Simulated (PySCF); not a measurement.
Computed IR spectrum (relative IR intensity) of a molecule CH8N2OSi. Geometry: PBE-D3(BJ)/def2-SVP. Other conformers were not sampled. Level of theory: PySCF with PBE-D3(BJ)/def2-SVP. Frequencies are harmonic and unscaled.

```
ν (cm⁻¹)  relative intensity
--------  ------------------
192                      2.3
222                      7.7
258                      3.8
283                       14
325                       54
368                       20
396                       14
489                       38
710                       18
741                       38
769                      4.7
819                       22
850                       36
898                      100
943                       42
1057                      10
1144                      38
1351                      31
1397                     6.1
1476                      22
2108                      67
2908                      43
2967                      19
3033                     6.7
3509                     4.8
3515                     9.6
3619                     9.1
3772                      19
```

Question: Pick the molecule that these values belong to.
A. CN[Si@@H](N)O
B. CO[SiH](N)N
C. NC[Si@@H](N)O
D. C[Si](N)(N)O

Answer: A, CN[Si@@H](N)O
